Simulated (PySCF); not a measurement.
# Dipole response of Cl³⁺ (chlorine, charge +3)

[Ne] 3s2 3p2, high-spin 3P determinant. Calculation: PySCF 2.14, in dyall-acv3z (19s12p6d4f, 113 functions); no relativity, point nucleus. Coupled (time-dependent) response in atomic units; α is the mean over directions.

```json
{"method": "LC-wPBE", "mean α (bohr³)": "4.376", "α xx, yy, zz": "4.664, 4.232, 4.232", "C₆ (like pair)": "11.84", "S(−4)": "7.569"}
```

S(−4) is the Cauchy moment in α(ω) = α(0) + S(−4) ω² + …

α(iu) at LC-wPBE:

| u (hartree) | α(iu) (bohr³) |
| --- | --- |
| 0 | 4.376 |
| 0.0500 | 4.357 |
| 0.100 | 4.302 |
| 0.200 | 4.099 |
| 0.300 | 3.807 |
| 0.500 | 3.128 |
| 0.750 | 2.351 |
| 1.00 | 1.766 |
| 1.50 | 1.062 |
| 2.00 | 0.7025 |
| 3.00 | 0.3809 |
| 5.00 | 0.1775 |

A single London oscillator, α(iu) = α/(1 + u²/ω²), gives C₆ = (3/4) ω α². Matching the computed C₆ needs ω = 4 × 11.84 / (3 × 4.376²) = 0.824 hartree.

For an ion, C₆ is the dispersion term alone; charge-induced terms of lower order in 1/R come first.

The components differ because the open shell of this determinant is not spherical; for a pure term their mean is the scalar polarisability.
